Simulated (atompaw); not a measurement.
**What one change does to a pseudopotential (phosphorus, PAW (atompaw))**

```
Element                 : phosphorus (P)
Generator               : atompaw 4.2.0.5
Type                    : PAW
Functional              : PBE
Relativity              : scalar-relativistic
Frozen core             : [Ne]
Valence charge          : 5
Reference configuration : 3s2 3p3
Partial waves           : 3s (bound): rc 1.65 bohr; 3s channel at 1.8 Ry: rc 1.65 bohr; 3p (bound): rc 1.75 bohr; 3p channel at 1.4 Ry: rc 1.75 bohr
Local potential         : ultrasoft scheme with l = 2 at 0.5 Ry, radius 1.20 bohr
Core correction         : smooth core density matched at 1.15 bohr
Augmentation charge     : sinc compensation charge, radius 1.60 bohr; PAW radius 1.75 bohr; waves and projectors: custom rrkj gramschmidtortho
```

Change: wave 3p (bound): rc 1.75 bohr becomes 3p (bound): rc 1.18 bohr.

Cutoffs: the cutoffs (Ry, on a coarse ladder) from which the occupation-weighted sum of valence levels, in a spherical-Bessel basis at the reference potential, stays within 10 and 1 mRy of its value at 400 Ry; they do not see the model core or the augmentation charge, which bear on the density cutoff.

Task: What does the change do?

Result: The potential gets harder (12 Ry and 25 Ry → 30 Ry and 45 Ry); neither file shows a bound ghost.

```tsv
quantity	base	changed
cutoff, loose	12 Ry	30 Ry
cutoff, tight	25 Ry	45 Ry
loose cutoff by channel (10 mRy a level)	s 6 Ry, p 10 Ry	s 6 Ry, p 8 Ry
bound ghosts	none	none
s: phases at 1.76 bohr within 0.05 rad from the reference energy up to (Ry; the scan ends near 5)	to the end of the scan	to the end of the scan
p: phases at 1.76 bohr within 0.05 rad from the reference energy up to (Ry; the scan ends near 5)	to the end of the scan	to the end of the scan
lowest overlap eigenvalue by channel	s 0.40, p 0.72	s 0.40, p 0.06
```

 The cutoffs see the waves, projectors and local potential, not the compensation charge or the core.
